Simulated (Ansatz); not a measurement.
Born–Oppenheimer molecular dynamics of CH$_{10}$O$_{2}$Si$_{3}$ (16 atoms, charge 0, multiplicity 1). It starts from a relaxed structure.

Theory: RKS PBE0-D4/6-31G* in Ansatz.

```
ensemble        : NVT, Nosé–Hoover chain
time step       : 0.5 fs
steps asked     : 100
set temperature : 3000 K
thermostat      : time constant 1 fs, chain length 1
seed            : 843169
```

First frame:

```xyz
16
Properties=species:S:1:pos:R:3
Si -0.463 -0.571 0.343
H -0.180 -0.490 1.798
O 0.905 -0.186 -0.495
Si 2.263 -0.751 -1.237
H 1.982 -2.026 -1.958
H 2.731 0.268 -2.212
H 3.338 -1.002 -0.236
O -1.596 0.574 -0.002
Si -1.869 1.669 -1.214
H -3.232 2.230 -1.022
H -0.873 2.775 -1.183
H -1.802 1.011 -2.551
C -1.078 -2.256 -0.159
H -2.019 -2.494 0.349
H -1.260 -2.300 -1.239
H -0.353 -3.039 0.091
```

How far do the bonds stretch over the last three quarters of this one trajectory? (Pairs bonded in most of those frames.)


```tsv
bond	mean (Å)	spread (Å)	shortest	longest
Si1–H2	1.514	0.038	1.45	1.58
Si1–O3	1.781	0.114	1.61	1.91
Si1–O8	1.691	0.042	1.61	1.77
Si1–C13	2.169	0.255	1.78	2.46
O3–Si4	1.788	0.073	1.58	1.88
Si4–H5	1.589	0.190	1.33	1.90
Si4–H6	1.605	0.235	1.27	1.96
Si4–H7	1.531	0.111	1.36	1.74
O8–Si9	1.645	0.070	1.52	1.73
Si9–H10	1.563	0.166	1.30	1.79
Si9–H11	1.521	0.081	1.39	1.68
Si9–H12	1.545	0.137	1.32	1.74
C13–H14	1.145	0.111	0.95	1.30
C13–H15	1.122	0.069	1.00	1.23
C13–H16	1.115	0.071	1.00	1.21
```

Mean temperature of the second half: 3026 K. The conserved energy stayed within 2.7 meV per atom of its start (net change 1.5 meV per atom), so the integration is sound. A run of 0.05 ps of so small a system gives no equilibrium averages. The orbitals stay closed-shell, which can raise the energy where a bond breaks towards radicals; this wasn't checked here.

The run took 19 min on 2 threads of Intel(R) Xeon(R) Processor @ 2.50GHz (Skylake/Cascade Lake), with other jobs on the host, peak memory 0.34 GiB.
